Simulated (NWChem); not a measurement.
Molecule: C2H3ClF2Si; SMILES F[SiH](/C=C\Cl)F

```xyz
9

F     -0.6024    -2.5445     0.2969
Si     0.1136    -1.0787     0.2980
F      1.4590    -1.2152    -0.6116
C     -1.0986     0.1017    -0.4742
C     -0.9786     1.4422    -0.4579
Cl     0.3736     2.2698     0.2600
H      0.5246    -0.7476     1.6906
H     -2.0010    -0.3040    -0.9647
H     -1.7126     2.1399    -0.8933
```
Atoms are numbered in this order, from 1.

All runs: NWChem. Geometry: optimised at PBE-D3(BJ)/def2-SVP. Vertical excitations in the gas phase.

Question: What does the run give for PBE0/def2-SVP, full TDDFT? Quantities: lowest excitation, singlet (eV); oscillator strength of that lowest state; lowest state with f > 0.02, singlet (eV); oscillator strength of that bright state; orbital gap (eV).

Answer: The lowest excitation, singlet (eV) is 6.20, the oscillator strength of that lowest state comes out as 0.183 and the lowest state with f > 0.02, singlet (eV) is 6.20. The oscillator strength of that bright state comes out as 0.183 and the orbital gap (eV) is 6.73.
